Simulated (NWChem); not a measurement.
C2H9F3N2Zr; SMILES C[N](C)[Zr](<-[NH3])([F])([F])[F]

```xyz
17

Zr    -0.1974    -0.4603     0.0000
F      0.1340    -1.2286    -1.7601
F     -2.1259    -0.6822     0.0000
F      0.1340    -1.2286     1.7601
N      0.0455     1.5684     0.0000
C      0.0319     2.3577     1.2164
C      0.0319     2.3577    -1.2164
H      0.9326     3.0149     1.3020
H     -0.8635     3.0231     1.2756
H      0.0156     1.7022     2.1134
H     -0.8635     3.0231    -1.2756
H      0.9326     3.0149    -1.3020
H      0.0156     1.7022    -2.1134
N      2.2611    -0.7893     0.0000
H      2.8053     0.0836     0.0000
H      2.5559    -1.3222    -0.8300
H      2.5559    -1.3222     0.8300
```
Atoms are numbered in this order, from 1.

All runs: NWChem. Structure relaxed at the PBE-D3(BJ)/def2-SVP level. Not confirmed as a minimum by frequencies. def2 effective core potentials on Zr; no spin-orbit coupling.

Task: Estimate the computed values for PBE0/def2-SVP (core potentials). Quantities: highest occupied level (eV); orbital gap (eV); dipole (D).

Result: 
| Quantity | Value |
|---|---|
| highest occupied level (eV) | -6.48 |
| orbital gap (eV) | 6.34 |
| dipole (D) | 6.37 |
